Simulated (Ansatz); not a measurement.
Consider the formal exchange of groups at a P–N bond: `OC(O)=NP` + `CO[SiH2]F` → `F[SiH2]OP` + `CN=C(O)O`.

Program: Ansatz. Geometries: PBE0-D4/def2-TZVP. ΔE: electronic, gas phase. CCSD(T)/CBS is the MP2 limit (def2-TZVPP, def2-QZVPP) plus CCSD(T) − MP2 in def2-TZVPP, frozen cores. Each species was taken in one conformer, which may not be the lowest.

```json
{"species": "`OC(O)=NP`", "MP2/CBS(def2) energy (Eh)": "-586.36778"}
{"species": "`CO[SiH2]F`", "MP2/CBS(def2) energy (Eh)": "-505.14638"}
{"species": "`F[SiH2]OP`", "MP2/CBS(def2) energy (Eh)": "-807.43439"}
{"species": "`CN=C(O)O`", "MP2/CBS(def2) energy (Eh)": "-284.08957"}
```

Work out ΔE.

ΔE = (-807.43439) + (-284.08957) − (-586.36778) − (-505.14638) = -0.00980 Eh = -0.27 eV. CCSD(T)/CBS gives -0.27 eV.

Largest T1 diagnostic among the species: 0.014.
